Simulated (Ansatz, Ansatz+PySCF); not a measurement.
```xyz
4

S     0.0000    0.0000    0.0000
O     0.5591   -0.6891    1.1360
O    -1.2503   -0.4404   -0.5664
O     0.6912    1.1295   -0.5696
```

Basis set: def2-SVP (spherical functions). Left uncorrelated: 8 orbitals. Charge 0, multiplicity 3.

Computed with Ansatz (development build ahead of 0.2.0); each method stands on the lowest determinant of its kind that the runs found.

Question: Give the atomization energy at this shape (free ground-state atoms in the same class of orbitals less the molecule, no zero-point energy) of triplet SO3 by UHF-MP2, UHF.

Answer:

| method | atomization energy |
| --- | --- |
| UHF-MP2 | 6.41 eV |
| UHF | -0.69 eV |

Caution: another spin multiplicity may lie lower; the determinant breaks the point group. Caution for UHF-MP2: MP2 forces lie far from those of the mean fields.
